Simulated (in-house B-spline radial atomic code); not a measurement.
A run on Mo⁵⁺ that did not converge. Method: scalar-relativistic (X2C) wB97X, spin-polarised, spherical fractional occupations, Fermi nucleus of rms radius 4.4091 fm; computed with a B-spline radial code for spherical atoms.

Command:
```bash
python run_scf.py task.json out
```
Settings (nuclear radius in fm, mass in u):
```
Z                42
configuration    [Kr] 4d1
hamiltonian      x2c
method           wb97x
spin_polarised   True
nucleus          fermi
rms_radius       4.4091
atomic_mass      97.9054
speed_of_light   137.035999084
```

First and last ten iterations of the last attempt (damped for 15 steps, keeping 80 % of the old Fock matrix, then DIIS):
```
 iter        energy (Eh)    residual
    1       -4037.902268    5.03e-01
    2       -4042.027944    2.46e-01
    3       -4042.559510    1.64e-01
    4       -4042.818501    1.09e-01
    5       -4042.944085    7.41e-02
    6       -4043.004880    5.39e-02
    7       -4043.034351    3.94e-02
    8       -4043.048696    2.90e-02
    9       -4043.055727    2.14e-02
   10       -4043.059204    1.59e-02
  111       -4043.062801    2.22e-06
  112       -4043.062801    1.94e-06
  113       -4043.062801    1.00e-06
  114       -4043.062801    1.02e-06
  115       -4043.062801    1.55e-06
  116       -4043.062801    1.57e-06
  117       -4043.062801    1.16e-06
  118       -4043.062801    2.47e-06
  119       -4043.062801    2.15e-06
  120       -4043.062801    8.71e-07
 not converged after 120 iterations
```

The smallest residual met was 5.6e-07; the threshold is about 4e-07. Over the last five steps the energy moves by less than 1e-08 hartree, but the orbitals didn't meet the threshold. Run time, properties included: 9 s on 1 thread of Arm Neoverse V2, with other jobs on the host.
